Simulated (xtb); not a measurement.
diphosphane (H4P2), singlet, from a rough starting geometry; GFN2-xTB in xtb 6.7.1.

Input for xtb:
```
$ xtb mol.xyz --gfn 2 --opt vtight --json

# file mol.xyz
6

P     -1.05288794    -0.34689865     0.53594793
P      1.07674416     0.19108510     0.57295915
H     -1.51036173     1.03406208     0.40508441
H     -1.19855947    -0.61600780    -0.88163002
H      1.46628245    -1.03874692     0.17639273
H      1.17885055     0.72339314    -0.71041624
```

What the program printed (banner, timings and long lists left out):

```
   ID    Z sym.   atoms
    1   15 P      1, 2
    2    1 H      3-6

           -------------------------------------------------
          |                Calculation Setup                |
           -------------------------------------------------

           -------------------------------------------------
          |                 G F N 2 - x T B                 |
           -------------------------------------------------

          ...................................................
          :                      SETUP                      :
          :.................................................:
          :  # basis functions                  24          :
          :  # atomic orbitals                  22          :
          :  # shells                           10          :
          :  # electrons                        14          :
          :  max. iterations                   250          :
          :  Hamiltonian                  GFN2-xTB          :
          :  restarted?                      false          :
          :  GBSA solvation                  false          :
          :  PC potential                    false          :
          :  electronic temp.          300.0000000     K    :
          :  accuracy                    1.0000000          :
          :  -> integral cutoff          0.2500000E+02      :
          :  -> integral neglect         0.1000000E-07      :
          :  -> SCF convergence          0.1000000E-05 Eh   :
          :  -> wf. convergence          0.1000000E-03 e    :
          :  Broyden damping             0.4000000          :
          :  net charge                          0          :
          :  unpaired electrons                  0          :
          ...................................................

 iter      E             dE          RMSdq      gap      omega  full diag
   1     -7.0991561 -0.709916E+01  0.459E+00    4.67       0.0  T
   2     -7.1021827 -0.302663E-02  0.252E+00    4.72       1.0  T
   3     -7.1022693 -0.865199E-04  0.926E-01    4.74       1.0  T
   4     -7.1022752 -0.598645E-05  0.172E-01    4.76       1.0  T
   5     -7.1022778 -0.252706E-05  0.770E-02    4.77       1.0  T
   6     -7.1022784 -0.614500E-06  0.357E-02    4.77       1.1  T
   7     -7.1022784 -0.607017E-07  0.103E-02    4.77       4.0  T
   8     -7.1022784 -0.683311E-08  0.393E-03    4.77      10.4  T
   9     -7.1022784 -0.868240E-09  0.442E-04    4.77      92.4  T
  10     -7.1022784 -0.369633E-10  0.133E-04    4.77     306.8  T

   *** convergence criteria satisfied after 10 iterations ***

         :::::::::::::::::::::::::::::::::::::::::::::::::::::
         ::                     SUMMARY                     ::
         :::::::::::::::::::::::::::::::::::::::::::::::::::::
         :: total energy              -7.062762547680 Eh    ::
         :: gradient norm              0.044347692382 Eh/a0 ::
         :: HOMO-LUMO gap              4.768574590358 eV    ::
         ::.................................................::
         :: SCC energy                -7.102278217782 Eh    ::
         :: -> isotropic ES            0.000827489343 Eh    ::
         :: -> anisotropic ES          0.000679297008 Eh    ::
         :: -> anisotropic XC          0.003434010241 Eh    ::
         :: -> dispersion             -0.002848008376 Eh    ::
         :: repulsion energy           0.039515670102 Eh    ::
         :: add. restraining           0.000000000000 Eh    ::
         :: total charge              -0.000000000000 e     ::
         :::::::::::::::::::::::::::::::::::::::::::::::::::::

      -----------------------------------------------------------
     |                   =====================                   |
     |                        A N C O P T                        |
     |                   =====================                   |
     |               Approximate Normal Coordinate               |
[...]
 * total energy  :    -7.0711161 Eh     change       -0.1177066E-03 Eh
 * total energy  :    -7.0712006 Eh     change       -0.8449009E-04 Eh
 * total energy  :    -7.0712652 Eh     change       -0.6458098E-04 Eh
 * total energy  :    -7.0712920 Eh     change       -0.2679211E-04 Eh
 * total energy  :    -7.0713278 Eh     change       -0.3582467E-04 Eh
 * total energy  :    -7.0713128 Eh     change        0.1497937E-04 Eh
 * total energy  :    -7.0713543 Eh     change       -0.4150329E-04 Eh
 * total energy  :    -7.0713643 Eh     change       -0.1002332E-04 Eh
 * total energy  :    -7.0713692 Eh     change       -0.4874572E-05 Eh
 * total energy  :    -7.0713706 Eh     change       -0.1357442E-05 Eh
 * total energy  :    -7.0713712 Eh     change       -0.6677473E-06 Eh
 * total energy  :    -7.0713713 Eh     change       -0.7104576E-07 Eh
   *** GEOMETRY OPTIMIZATION CONVERGED AFTER 33 ITERATIONS ***
         :: total energy              -7.071371298328 Eh    ::
[...]

    * Orbital Energies and Occupations

         #    Occupation            Energy/Eh            Energy/eV
      -------------------------------------------------------------
         1        2.0000           -0.6805396             -18.5184
         2        2.0000           -0.6387832             -17.3822
         3        2.0000           -0.4882307             -13.2854
         4        2.0000           -0.4607274             -12.5370
         5        2.0000           -0.4555536             -12.3962
         6        2.0000           -0.4486701             -12.2089
         7        2.0000           -0.3950962             -10.7511 (HOMO)
         8                         -0.2203521              -5.9961 (LUMO)
         9                         -0.2106586              -5.7323
        10                         -0.2080372              -5.6610
        11                         -0.1168881              -3.1807
        12                         -0.0688128              -1.8725
        13                         -0.0368466              -1.0026
        14                         -0.0323888              -0.8813
        15                         -0.0051813              -0.1410
        16                          0.1581504               4.3035
        17                          0.1607240               4.3735
        18                          0.1896819               5.1615
       ...                                ...                  ...
        22                          0.9933016              27.0291
      -------------------------------------------------------------
                  HL-Gap            0.1747441 Eh            4.7550 eV
             Fermi-level           -0.3077242 Eh           -8.3736 eV

     #   Z          covCN         q      C6AA      α(0)
     1  15 P        2.932    -0.090   164.335    23.032
     2  15 P        2.932    -0.090   164.342    23.033
     3   1 H        0.977     0.045     2.377     2.409
     4   1 H        0.977     0.045     2.377     2.409
     5   1 H        0.977     0.045     2.378     2.410
     6   1 H        0.977     0.045     2.378     2.410

 Mol. C6AA /au·bohr⁶  :       1009.236089
 Mol. C8AA /au·bohr⁸  :      44998.853224
 Mol. α(0) /au        :         55.702427

Wiberg/Mayer (AO) data.
largest (>0.10) Wiberg bond orders for each atom

 ---------------------------------------------------------------------------
     #   Z sym  total        # sym  WBO       # sym  WBO       # sym  WBO
 ---------------------------------------------------------------------------
     1  15 P    3.281 --     2 P    1.301     3 H    0.957     4 H    0.957
     2  15 P    3.281 --     1 P    1.301     5 H    0.958     6 H    0.957
     3   1 H    0.998 --     1 P    0.957
     4   1 H    0.998 --     1 P    0.957
     5   1 H    0.998 --     2 P    0.958
     6   1 H    0.998 --     2 P    0.957
 ---------------------------------------------------------------------------

Topologies differ in total number of bonds
Writing topology from bond orders to xtbtopo.mol

molecular dipole:
                 x           y           z       tot (Debye)
 q only:       -0.000      -0.000      -0.000
   full:       -0.000      -0.000      -0.000       0.000
molecular quadrupole (traceless):
                xx          xy          yy          xz          yz          zz
 q only:        0.512      -0.936      -0.788      -0.035      -0.057       0.277
  q+dip:        0.309      -3.081      -1.434      -0.137      -0.148       1.125
   full:        0.627      -3.682      -2.824      -0.172      -0.257       2.197

optimized geometry written to: xtbopt.xyz

           -------------------------------------------------
          | TOTAL ENERGY               -7.071371298328 Eh   |
          | GRADIENT NORM               0.000169694161 Eh/α |
          | HOMO-LUMO GAP               4.755027856189 eV   |
           -------------------------------------------------

normal termination of xtb
```
